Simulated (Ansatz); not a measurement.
Ansatz (a quantum-chemistry and plane-wave program) input (B3LYP/6-31G* with LANL2DZ past Ar): The .json file joins the Basis Set Exchange's 6-31G* for atoms up to Ar and LANL2DZ past it.

Ansatz 0.2 input:
```yaml
crystal:
  periodic: [false, false, false]
  atoms:
    - {symbol: Au, position_ang: [0.03646428, -0.03590575, 0.02555565]}
    - {symbol: Cl, position_ang: [-0.32712188, 1.73879753, -1.54756107]}
    - {symbol: O, position_ang: [-0.06694322, -2.19972517, 2.06138289]}
    - {symbol: C, position_ang: [0.53598991, -1.52086713, 1.29976310]}
basis:
  gaussian:
    orbitals: 6-31Gs+LANL2DZ.json
hamiltonian:
  xc: {name: B3LYP}
total_charge: -1
magnetization: {spin_polarized: true, initial_magnetization: 1}
output: {forces: true}
```

Output:

```
WARN ansatz: RAYON_NUM_THREADS=1 ignored (pool sized by the plan → 1); use --threads N
Functional definition: B3LYP
integrals: 0.02 GiB planned
739 factors; integrals over basis functions are off by at most 4.1e-4 eV
mean field: 0.40 GiB planned
mean field evaluation 1: about -19293.4369 eV, gradient 1.8e1 eV
mean field evaluation 2: about -19289.2337 eV, gradient 3.7e1 eV
mean field evaluation 4: about -19295.0231 eV, gradient 1.5e0 eV
mean field evaluation 8: about -19295.1805 eV, gradient 2.6e-1 eV
mean field evaluation 16: about -19295.1810 eV, gradient 3.9e-4 eV
mean field -19295.18099734 eV, -709.0848229088 hartree, gradient 4.7e-5 eV, S^2 0.753860; 0 other end points of the search recorded, 0 dependent functions left out
the calculation of the forces begins
reference -19295.18125561 eV, -709.0848324002 hartree; 26, 25 occupied and 45, 46 virtual orbitals, 739 factors
Total energy: -19295.18125561 eV, -709.0848324002 hartree
Atom 0 at     0.036464    -0.035906     0.025556 Å, force    -0.013996    -0.293490     0.276124 eV/Å
Atom 1 at    -0.327122     1.738798    -1.547561 Å, force    -0.073023     0.429402    -0.383847 eV/Å
Atom 2 at    -0.066943    -2.199725     2.061383 Å, force    -0.326233    -0.309601     0.358389 eV/Å
Atom 3 at     0.535990    -1.520867     1.299763 Å, force     0.413253     0.173689    -0.250666 eV/Å
Dipole moment:     0.153370    -0.256278     0.205436 e Å
```

The dipole moment of an ion depends on the origin.
